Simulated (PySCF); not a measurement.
## How the method moves the HOMO and LUMO of `COC(=O)C(C)C`

Species: C₅H₁₀O₂.
Structure used (PBE0-D3(BJ)/def2-SVP), in Å, numbered top down from 1:
```xyz
17
C5H10O2 angstrom
C      2.726   -0.614    0.120
O      1.368   -0.496    0.502
C      0.608    0.288   -0.275
O      1.041    0.873   -1.233
C     -0.826    0.319    0.210
C     -1.625    1.371   -0.541
C     -1.445   -1.076    0.107
H      2.814   -0.983   -0.912
H      3.236    0.359    0.181
H      3.184   -1.324    0.819
H     -0.775    0.583    1.281
H     -2.653    1.423   -0.153
H     -1.671    1.130   -1.614
H     -1.167    2.366   -0.450
H     -1.489   -1.407   -0.943
H     -0.862   -1.813    0.676
H     -2.473   -1.069    0.499
```

Basis pcSseg-1 throughout (PySCF), one geometry. Geometry: PBE0-D3(BJ)/def2-SVP, one conformer, isolated molecule.

Q: How do the orbital energies, the gap and the dipole change with the method?

A: 
```
   method                    kind  HOMO (eV)  LUMO (eV)  gap (eV)  μ (D)  SCF cycles
      KT3                     GGA      -6.33      -0.69      5.64   1.73          16
    B97-2           global hybrid      -7.56       0.30      7.86   1.82          14
    B3LYP           global hybrid      -7.59       0.10      7.69   1.82          14
     PBE0           global hybrid      -7.86       0.38      8.24   1.82          14
BHandHLYP           global hybrid      -9.47       1.54     11.01   1.88          13
  wB97X-D  range-separated hybrid      -9.81       2.24     12.05   1.85          14
       HF            Hartree–Fock     -11.99       4.09     16.09   2.00          11
```

The HOMO spans 5.67 eV, from KT3 down to HF, and the gap runs from 5.64 eV (KT3) to 16.09 eV (HF). Over the methods KT3 (0 %), B97-2 (21 %), B3LYP (20 %), PBE0 (25 %), BHandHLYP (50 %), HF (100 %), a straight line through the gap against the share of exact exchange rises by 1.05 eV for each 10 % (correlation coefficient 1.000). The dipole ranges from 1.73 D (KT3) to 2.00 D (HF). This basis has no diffuse functions.

The vertical ΔSCF ionisation energy at CAM-B3LYP/def2-SVPD is 10.29 eV; −ε(HOMO) comes closest to it with wB97X-D (9.81 eV).
